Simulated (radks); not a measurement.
Question: Species: Pm XXI. Configuration: [Kr] 4d5. All-electron calculation, scalar-relativistic Kohn-Sham, LB94 model potential, spin-polarised, spherical densities, finite nucleus; open shells are filled with parallel spins first (spin-orbit coupling, left out, can overturn this in heavy ions); Fermi nuclear charge, rms radius 4.962 fm. Program: a radial shooting solver on a logarithmic mesh with Libxc functionals. Some entries of the table are withheld. Estimate them.

| orbital | occ. | eigenvalue (hartree) | r(max) (bohr) | <r> (bohr) |
|---|---|---|---|---|
| 1s down | 1 | -1681.397 | 0.01478 | 0.02315 |
| 1s up | 1 | -1681.392 | 0.01478 | 0.02315 |
| 2s up | 1 | -291.0121 | 0.08371 | 0.09876 |
| 2s down | 1 | -290.9783 | 0.08370 | 0.09873 |
| 2p up | 3 | -262.2936 | 0.06752 | 0.08688 |
| 2p down | 3 | -262.2754 | 0.06752 | 0.08686 |
| 3s up | 1 | -79.21708 | 0.2381 | 0.2591 |
| 3s down | 1 | -79.19516 | 0.2383 | 0.2593 |
| 3p up | 3 | -70.17726 | 0.2332 | 0.2569 |
| 3p down | 3 | -70.14829 | 0.2334 | 0.2572 |
| 3d up | 5 | (1) | 0.1907 | 0.2338 |
| 3d down | 5 | (2) | 0.1909 | 0.2341 |
| 4s up | 1 | -30.08116 | 0.5373 | 0.5631 |
| 4s down | 1 | -29.90416 | 0.5359 | 0.5618 |
| 4p up | 3 | -26.94170 | 0.5555 | 0.5849 |
| 4p down | 3 | -26.75586 | 0.5541 | 0.5835 |
| 4d up | 5 | -22.51426 | 0.5652 | 0.6054 |
| 4d down | 0 | -22.33555 | 0.5631 | 0.6037 |

Answer: 
(1) 3d up eigenvalue (hartree): -57.83533
(2) 3d down eigenvalue (hartree): -57.76887
